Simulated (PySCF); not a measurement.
**Steps of a relaxation of [Tl(SH)2]+**

[Tl(SH)2]+ (singlet). PySCF 2.14.0, RKS TPSS, Tl def2-SVP with ECP60, S def2-SVP, H def2-SVP; non-relativistic Hamiltonian with scalar-relativistic core potentials where named; density fitting; no spin-orbit coupling. Origin of the start: displaced along the imaginary mode. Columns: position (Å) and force (eV/Å). Energies are counted from the last step; some of the 13 steps are shown. Forces carry noise of the integration grid, about 0.01 to 0.03 eV/Å.

Run from Python with OMP_NUM_THREADS=2. Where DIIS fails, smearing, a level shift and second-order steps follow.
It took 76 s on 2 threads of Intel(R) Xeon(R) Platinum 8259CL CPU @ 2.50GHz (Skylake/Cascade Lake), with other jobs on the host, from the converged density of the start.

```xyz
5
step 0  E = 0.055 eV
Tl    0.0002    0.0000    0.0000     0.00    0.00    0.00
S    -0.0085   -0.1080    2.4216     0.08    0.55    0.03
H     0.2500    1.2530    2.5220    -0.08   -0.55   -0.04
S    -0.0085    0.1080   -2.4216     0.08   -0.55   -0.03
H     0.2500   -1.2530   -2.5220    -0.08    0.55    0.04
```

```xyz
5
step 4  E = 0.020 eV
Tl   -0.1112    0.0000    0.0000    -0.01    0.00    0.00
S    -0.1505   -0.0486    2.4191     0.06    0.20    0.00
H     0.4477    1.1847    2.4989    -0.06   -0.20   -0.01
S    -0.1505    0.0486   -2.4191     0.06   -0.20    0.00
H     0.4477   -1.1847   -2.4989    -0.06    0.20    0.01
```

```xyz
5
step 8  E = 0.002 eV
Tl   -0.2052    0.0000    0.0000     0.00    0.00    0.00
S    -0.2568    0.0309    2.4150     0.02    0.04    0.01
H     0.6010    1.0930    2.4678    -0.02   -0.05    0.00
S    -0.2568   -0.0309   -2.4150     0.02   -0.04   -0.01
H     0.6010   -1.0930   -2.4678    -0.02    0.05    0.00
```

**Question.** Where does the relaxation end?

**Answer.** It converges at step 12 in C2:
```xyz
5
step 12  E = 0
Tl   -0.2449    0.0000    0.0000
S    -0.3005    0.0764    2.4140
H     0.6645    1.0411    2.4512
S    -0.3005   -0.0764   -2.4140
H     0.6645   -1.0411   -2.4512
```

**Question.** How did the contacts change?

**Answer.** 
| contact | start (Å) | end (Å) |
| --- | --- | --- |
| Tl1–S2 (SH) | 2.424 | 2.416 |
| Tl1–S4 (SH) | 2.424 | 2.416 |


No frequency check is given that shows the relaxed geometry to be a minimum.
